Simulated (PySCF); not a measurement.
A side-by-side comparison of computed properties.

First species: C₇H₆FS (charge +1).
Bonds: C1–C2 (double), C2–C3, C3–C4 (aromatic), C4–C5 (aromatic), C5–C6 (aromatic), C6–C7 (aromatic), C7–F8, C7–S9 (aromatic), C3–S9 (aromatic). Hydrogens: H10, H11 on C1; H12 on C2; H13 on C4; H14 on C5; H15 on C6.

Second species: C₄H₇F.
SMILES: `C/C=C(\C)F`

Levels: CAM-B3LYP/def2-SVPD for HOMO energy, LUMO energy, HOMO–LUMO gap, static isotropic polarisability and electronic spatial extent ⟨r²⟩ about the centre of nuclear charge; TDDFT CAM-B3LYP/def2-SVPD for lowest singlet excitation; TDA CAM-B3LYP/def2-SVPD for lowest triplet excitation (Tamm–Dancoff); GFN2-xTB for rotational constant A and rotational constant C. Geometries: GFN2-xTB. Each species is one conformer at its optimised geometry, gas phase, non-relativistic unless stated; the electronic structure was computed with PySCF and density fitting.

The conformers computed, where there is a choice (atom-mapped SMILES and torsion angles):
- `[CH2:1]=[CH:2][c:3]1[cH:4][cH:5][cH:6][c:7]([F:8])[s+:9]1`: C1–C2–C3–C4 0°

| property | column X | column Y |
| --- | --- | --- |
| HOMO energy | -13.25 eV | -8.30 eV |
| LUMO energy | -6.87 eV | 1.37 eV |
| HOMO–LUMO gap | 6.38 eV | 9.67 eV |
| lowest singlet excitation | 3.83 eV | 6.70 eV |
| lowest triplet excitation (Tamm–Dancoff) | 2.45 eV | 4.43 eV |
| static isotropic polarisability | 101.4 au | 51.2 au |
| electronic spatial extent ⟨r²⟩ about the centre of nuclear charge | 1393 bohr² | 482 bohr² |
| rotational constant A | 3.043 GHz | 8.609 GHz |
| rotational constant C | 0.759 GHz | 2.637 GHz |

(1) Which column belongs to which species?

(2) How does each property change from the first species to the second?

Results:

(1) Column X is the first species and column Y the second. The first has 15 atoms and 72 electrons, the second 12 and 40; their charges are +1 and 0, their HOMO energies -13.25 eV and -8.30 eV.

(2) HOMO energy +4.95 eV; LUMO energy +8.24 eV; HOMO–LUMO gap +3.29 eV; lowest singlet excitation +2.87 eV; lowest triplet excitation (Tamm–Dancoff) +1.98 eV; static isotropic polarisability -50.2 au; electronic spatial extent ⟨r²⟩ about the centre of nuclear charge -911 bohr²; rotational constant A +5.566 GHz; rotational constant C +1.878 GHz.

On the first: The 8 singlets span 3.83 to 6.70 eV, and their oscillator strengths add up to 0.84. S1 lies 2.55 eV below the HOMO–LUMO gap; its leading configuration is HOMO→LUMO, weight 0.95.

On the second: S1 lies 2.97 eV below the HOMO–LUMO gap; its leading configuration is HOMO→LUMO, weight 0.93. In wavenumbers S1 is 54100 cm⁻¹ (1 eV = 8065.54 cm⁻¹).
